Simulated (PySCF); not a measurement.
C2H10GeSi, SMILES [CH2](C[SiH3])[GeH3] at its PBE0/def2-SVP optimised geometry (Å):

```
14

Si     2.2496     0.3618    -1.2125
C      0.3586     0.3564    -1.2090
C     -0.2546    -0.3551     0.0000
Ge    -2.2200    -0.3551     0.0000
H      2.7796     1.0715    -2.4186
H      2.7720    -1.0410    -1.2159
H      2.7681     1.0491     0.0122
H      0.0195     1.4062    -1.2604
H      0.0221    -0.1108    -2.1516
H      0.0765    -1.4062     0.0486
H      0.0764     0.1127     0.9426
H     -2.7420     1.0967     0.0000
H     -2.7720    -1.0850     1.2410
H     -2.7421    -1.0605    -1.2688
```

Method: PBE0/def2-TZVP in PySCF 2.14.0. Cells within 0.4 Å of a nucleus heavier than hydrogen are left out (blank, or x).

Map of the log10 of the electron density (e/bohr³), floored at −4 on the plane z = 0.0 Å:

```
|000000000000000000000000000|
|000000000000000000000000000|
|000000000000000000000000000|
|000000000000000000000000000|
|000000000000000000000000000|
|000000000000000000000000000|
|000011111000000000111110000|
|000123332111111112233321000|
|001234443222222223344432100|
|002345654322333334456543200|
|012456865433444444567754210|
|012456776555555444567654210|
|012456776666666544566553210|
|0123568x9767x77544455543200|
|0123569xx777xx7544444432100|
|012356899767777543344432100|
|012345666666777543333332100|
|002344555545676532233321000|
|001233444334555432222211000|
|000122332223343321111100000|
|000011111111222110000000000|
|000000000000010000000000000|
|000000000000000000000000000|
|000000000000000000000000000|
|000000000000000000000000000|
|000000000000000000000000000|
|000000000000000000000000000|
```
Scale: ten equal steps from -4.00 (start of '0') to 0.343 (end of '9'), in the order '0123456789'; x runs from -5.00 to 5.00, y from -5.00 (bottom) to 5.00 (top).
